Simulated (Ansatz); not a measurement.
Ansatz (a program for electronic structure) input (B2PLYP/aug-cc-pV5Z):

Ansatz 0.2 input:
```yaml
crystal:
  periodic: [false, false, false]
  atoms:
    - {symbol: B, position_ang: [0.00000000, 0.00000000, 0.00000000]}
basis:
  gaussian:
    orbitals: aug-cc-pV5Z
hamiltonian:
  xc: {name: B2PLYP}
magnetization: {spin_polarized: true, initial_magnetization: 1}
correlation: {electrons: outside_noble_gas}
scf: {lower_state_search: full}
```

Output:

```
Functional definition: B2PLYP
integrals: 0.09 GiB planned
787 factors; integrals over basis functions are off by at most 1.3e-4 eV
mean field: 0.36 GiB planned
mean field evaluation 1: about -669.8288 eV, gradient 3.4e0 eV
mean field evaluation 2: about -669.8288 eV, gradient 3.4e0 eV
mean field evaluation 4: about -669.9733 eV, gradient 1.2e-1 eV
mean field evaluation 8: about -669.9736 eV, gradient 5.7e-3 eV
mean field evaluation 16: about -669.1654 eV, gradient 4.9e0 eV
mean field evaluation 32: about -669.9733 eV, gradient 1.5e-1 eV
mean field -669.97357903 eV, -24.6210749049 hartree, gradient 4.2e-6 eV, S^2 0.755906; 2 other end points of the search recorded, 0 dependent functions left out
1 core orbitals not correlated
reference -669.97368444 eV, -24.6210787789 hartree; 2, 1 occupied and 124, 125 virtual orbitals, 787 factors
second order -1.69899665 eV of doubles, -0.00000000 eV of singles
Total energy: -670.43241354 eV, -24.6379367622 hartree
```
